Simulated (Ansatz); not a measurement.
`F/C=C(\F)Br` → Br• + 2 C• + 2 F• + H•  (atomization)

Program: Ansatz. Geometries: PBE0-D4/def2-TZVP. ΔE: electronic, gas phase. CBS: MP2 limit from def2 TZ/QZ plus the TZ coupled-cluster correction, frozen cores. This one scheme is used for every species, atoms too. Functionals use def2-TZVPP. B3LYP here is the variant with VWN-RPA as its local correlation; programs differ in this. Open shells (•) are unrestricted, without spin–orbit coupling. Spin–orbit coupling would lower the free atoms: a little for C, F; clearly for Br. Bonds to Br are less sure, by a few kJ/mol each and by 10 to 20 or more in all where they break to atoms, as the def2 sets lack core-valence functions. Scalar relativity is left out up to krypton.

```
             level  ΔE (kJ/mol)  difference from CCSD(T)/CBS
         r2SCAN-D4       2287.4                         29.1
          B3LYP-D4       2250.3                         -8.0
           ωB97X-V       2261.7                          3.4
           ωB97M-V       2263.5                          5.2
             B3LYP       2231.0                        -27.3
     HF/def2-TZVPP       1485.4                       -772.9
CCSD(T)/def2-TZVPP       2185.6                        -72.7
    MP2/def2-QZVPP       2335.2                         76.9
SCS-MP2/def2-QZVPP       2272.1                         13.8
    CCSD/CBS(def2)       2196.9                        -61.4
       CCSD(T)/CBS       2258.3                            0
```

Largest T1 diagnostic among the species: 0.011.

The D4 term adds +19.3 kJ/mol with B3LYP and +9.9 kJ/mol with PBE0; it sums over pairs of atoms, weighted by their polarisabilities, and B3LYP, whose exchange is more repulsive, gets the larger term. From PBE to PBE0 (25 % exact exchange), in def2-TZVPP and without D4, ΔE moves by −103.4 kJ/mol: exact exchange takes away binding that semilocal exchange gives to molecules.

For atomizations the MP2-based limit and the directly extrapolated one differ by several kJ/mol either way, and by 10 to 25 for some Ge, Se and Sn compounds, so smaller differences from it don't rank the levels.
